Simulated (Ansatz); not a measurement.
`C[N](C)[ZnH]`. The species carries charge 0 and has multiplicity 1. The structure was optimised at the PBE0-D4/def2-TZVP level.

```xyz
11

C    -0.312    0.630   -1.115
N    -0.074    0.107    0.202
C     0.657   -1.130    0.171
Zn   -0.632    0.914    1.728
H    -0.869    1.571   -1.078
H     0.629    0.829   -1.655
H    -0.894   -0.069   -1.738
H     1.643   -1.014   -0.309
H     0.831   -1.518    1.178
H     0.120   -1.912   -0.392
H    -1.100    1.591    3.008
```

What is the dipole moment at ωB97M-V/def2-TZVPP? (Estimate.)

Computed: 0.20 D, with components (0.06, -0.09, -0.17) D in this frame, pointing from negative to positive charge.

And with PBE, r2SCAN, B3LYP? (An estimate is asked.)

Ansatz gave: PBE 0.36 D, r2SCAN 0.31 D, B3LYP 0.25 D.

Give the Mulliken charges with ωB97M-V, B3LYP, PBE in def2-TZVPP. (Estimate.)

The calculation gave: 
| atom | ωB97M-V | B3LYP | PBE |
| --- | --- | --- | --- |
| C1 | -0.21 | -0.15 | -0.16 |
| N2 | -0.27 | -0.22 | -0.13 |
| C3 | -0.21 | -0.15 | -0.16 |
| Zn4 | 0.20 | 0.19 | 0.09 |
| H5 | 0.08 | 0.07 | 0.07 |
| H6 | 0.10 | 0.07 | 0.07 |
| H7 | 0.10 | 0.07 | 0.07 |
| H8 | 0.10 | 0.07 | 0.07 |
| H9 | 0.08 | 0.07 | 0.07 |
| H10 | 0.10 | 0.07 | 0.07 |
| H11 | -0.08 | -0.11 | -0.08 |

B3LYP here is the variant with VWN-RPA as its local correlation; programs differ in this.
